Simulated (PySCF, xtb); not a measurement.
C3H8MgO, SMILES C[CH](C)[Mg][OH].

GFN2-xTB (xtb 6.7.1) at its own geometry gives an orbital gap of 2.64 eV and a dipole moment of 3.10 D.

Coordinates come from a r2SCAN-D4/def2-SVP optimisation. Other conformers were not sampled.

Question: What does HF/def2-TZVP run with PySCF give? (The exact figures need the calculation; the answer reports its results.)

Answer: gap 10.27 eV (levels -8.95 and 1.32 eV), dipole 0.45 D.
